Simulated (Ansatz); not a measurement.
Start from `NC[O][GeH3]` and change one atom or group to get `NC[O][ZnH]`.

Ansatz, PBE0-D4/def2-TZVP geometries, multiplicity 1. Each molecule was computed in one conformer, which needn't be the lowest.

Scalar relativity is left out up to krypton.

```csv
property,`NC[O][GeH3]`
size of the dipole moment (PBE/def2-TZVPP) / D,0.61
HOMO energy (PBE/def2-TZVPP) / eV,-6.01
LUMO energy (B3LYP/def2-TZVPP) / eV,0.13
LUMO energy (PBE/def2-TZVPP) / eV,-0.46
HOMO–LUMO gap (PBE/def2-TZVPP) / eV,5.55
size of the dipole moment (ωB97M-V/def2-TZVPP) / D,0.88
```

(1) What does the change do to each property? (Best estimate.)

Results:

(1) The calculation gave: 
```json
{"property": "size of the dipole moment (PBE/def2-TZVPP) / D", "`NC[O][ZnH]`": "1.33", "shift": "0.72"}
{"property": "HOMO energy (PBE/def2-TZVPP) / eV", "`NC[O][ZnH]`": "-5.68", "shift": "0.33"}
{"property": "LUMO energy (B3LYP/def2-TZVPP) / eV", "`NC[O][ZnH]`": "-0.70", "shift": "-0.83"}
{"property": "LUMO energy (PBE/def2-TZVPP) / eV", "`NC[O][ZnH]`": "-1.16", "shift": "-0.70"}
{"property": "HOMO–LUMO gap (PBE/def2-TZVPP) / eV", "`NC[O][ZnH]`": "4.53", "shift": "-1.02"}
{"property": "size of the dipole moment (ωB97M-V/def2-TZVPP) / D", "`NC[O][ZnH]`": "1.51", "shift": "0.63"}
```

With PBE0 the HOMO rises by 0.33 eV and the LUMO falls by 0.81 eV, so the gap narrows by about 1.14 eV. PBE moves the HOMO by 0.33 eV and ωB97M-V by 0.32 eV. Dipoles are sizes alone; their direction can turn.

B3LYP here is the variant with VWN-RPA as its local correlation; programs differ in this.
